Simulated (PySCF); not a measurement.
**Excitation energy of Hg²⁺ by level of theory**

Hg²⁺ [Xe] 4f14 5d10 (1S) → Hg²⁺ [Xe] 4f14 5d9 6s1 (3D), as a difference of total energies. Computed with PySCF 2.14 in x2c-TZVPPall (11s7p7d3f1g, 97 functions), with the spin-free X2C one-electron Hamiltonian (Gaussian nucleus). Correlated levels: valence: [Xe] 4f14 frozen; valence and next inner shell: [Kr] 4d10 4f14 frozen. The calculations carry no spin-orbit coupling.

| method | excitation energy (eV) |
| --- | --- |
| UHF | 6.107 |
| LDA | 5.969 |
| PBE | 5.889 |
| PBE0 | 6.111 |
| r2SCAN | 5.879 |
| MP2 (valence) | 6.550 |
| SCS-MP2 (valence) | 6.626 |
| MP2 (valence and next inner shell) | 6.311 |
| SCS-MP2 (valence and next inner shell) | 6.382 |

Task: How much does correlation contribute at MP2 (valence and next inner shell)?

Result: 6.311 − (6.107) = 0.204 eV, measured against UHF.

A first-order spin-orbit estimate (lowest level to lowest level, LS coupling) adds -0.801 eV.

The basis was made for the ground configuration and has no added diffuse functions, so the excitation energy can come out too high.
